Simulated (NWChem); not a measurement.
GeH4; SMILES [GeH4]

Computed with NWChem. Medium grid unless said otherwise, to which SCAN and Minnesota functionals are sensitive. Geometry: optimised at PBE0/def2-SVP. B3LYP is NWChem's, with the RPA form of VWN correlation.

Order these by “highest occupied level (eV)”, lowest first: B3LYP/def2-SVP; r2SCAN0/def2-SVP; TPSS/def2-SVP; BHandHLYP/def2-SVP; N12/def2-SVP.

BHandHLYP/def2-SVP (-10.85), r2SCAN0/def2-SVP (-9.85), B3LYP/def2-SVP (-9.39), TPSS/def2-SVP (-8.55), N12/def2-SVP (-8.09)
